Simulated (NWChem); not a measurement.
A series in which one site is exchanged, each optimised at PBE0/def2-SVP with NWChem, gas phase unless a solvent is named. All stand in one matching conformer (torsions within 35°), which need not be the lowest. This build's default masses of Se (78.918 u) and Br (79.917 u) are each other's, which moves their modes by up to 0.6 %. Shieldings are non-relativistic GIAO values without spin-orbit effects.

A: NB(Br)C (CH₅BBrN; site = Br)
B: B(C)N (CH6BN; site = H)
C: NB(C)Cl (CH₅BClN; site = Cl)
D: FB(C)N (CH5BFN; site = F)

Values for A:

- dipole (D), PBE0/def2-SVP = 2.92
- orbital gap (eV), PBE0/def2-SVP = 8.45
- 11B shift against boron trifluoride, PBE/pcSseg-1 (ppm) = 32.0

Question: How do these values change for the other members?

Answer: 
```tsv
change from A	B	C	D
dipole (D), PBE0/def2-SVP	-1.14	-0.26	-0.64
orbital gap (eV), PBE0/def2-SVP	+0.84	+0.59	+1.33
11B shift against boron trifluoride, PBE/pcSseg-1 (ppm)	-2.6	-3.3	-11.0
```
